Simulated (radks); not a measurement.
Fractional charge and spin in the 6s shell of lutetium: the spin-up occupation runs from 0 to 1 and the spin-down occupation from 0 to 1; the fullest corner is Lu+, [Xe] 4f14 6s(up 1, down 1). Method: scalar-relativistic Kohn-Sham, r2SCAN, spin-polarised, spherical densities, finite nucleus; meta-GGA in the generalised Kohn-Sham scheme; Fermi nuclear charge, rms radius of each element as measured or else 0.836 A^(1/3) + 0.57 fm; computed with a radial shooting solver on a logarithmic mesh with Libxc functionals. Energy (eV) minus the two flat planes that join the four corners (they meet along the diagonal where the two added fractions sum to one electron); zero is where a piecewise linear energy would lie.

down \ up       0    0.25     0.5    0.75       1
0           0.000  -0.464  -0.650  -0.506   0.000
0.25       -0.464  -0.470  -0.197   0.401  -0.447
0.5        -0.650  -0.197   0.532  -0.215  -0.615
0.75       -0.506   0.401  -0.215  -0.514  -0.473
1           0.000  -0.447  -0.615  -0.473   0.000

Corners above the fullest one (they belong to Lu2+ and the next ion): (up 1, down 0) 13.694 eV, (up 0, down 1) 13.694 eV, (up 0, down 0) 34.583 eV. With half an added electron in each spin the energy lies 0.532 eV from the planes (fractional-spin error, the static-correlation error of a stretched bond), and with half an added electron in spin up alone -0.650 eV (fractional-charge error). For a frontier s shell over closed shells the exact functional lies on the planes.
